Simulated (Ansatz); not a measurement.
One change: `CBC(C)Cl` becomes `CC(Cl)[SiH2]N`.

Ansatz, PBE0-D4/def2-TZVP geometries, multiplicity 1. Each molecule was computed in one conformer, which needn't be the lowest. `CBC(C)Cl` holds a close contact that its SMILES doesn't draw: Cl···B 2.30 Å.

```tsv
property	`CBC(C)Cl`
LUMO energy (PBE/def2-TZVPP) / eV	-1.48
HOMO energy (PBE0/def2-TZVPP) / eV	-8.29
HOMO–LUMO gap (PBE/def2-TZVPP) / eV	5.49
HOMO energy (PBE/def2-TZVPP) / eV	-6.97
LUMO energy (PBE0/def2-TZVPP) / eV	-0.45
HOMO energy (B3LYP/def2-TZVPP) / eV	-8.09
```

(1) Give the same properties after the change, and the shifts. (Best estimate.)

Results:

(1) The calculation gave: 
```csv
property,`CC(Cl)[SiH2]N`,shift
LUMO energy (PBE/def2-TZVPP) / eV,-0.58,0.90
HOMO energy (PBE0/def2-TZVPP) / eV,-7.35,0.94
HOMO–LUMO gap (PBE/def2-TZVPP) / eV,5.40,-0.09
HOMO energy (PBE/def2-TZVPP) / eV,-5.99,0.98
LUMO energy (PBE0/def2-TZVPP) / eV,0.37,0.82
HOMO energy (B3LYP/def2-TZVPP) / eV,-7.14,0.95
```

With PBE0 the HOMO rises by 0.94 eV and the LUMO rises by 0.82 eV, so the gap narrows by about 0.12 eV. PBE moves the HOMO by 0.98 eV and ωB97M-V by 0.90 eV.

B3LYP here is the variant with VWN-RPA as its local correlation; programs differ in this.
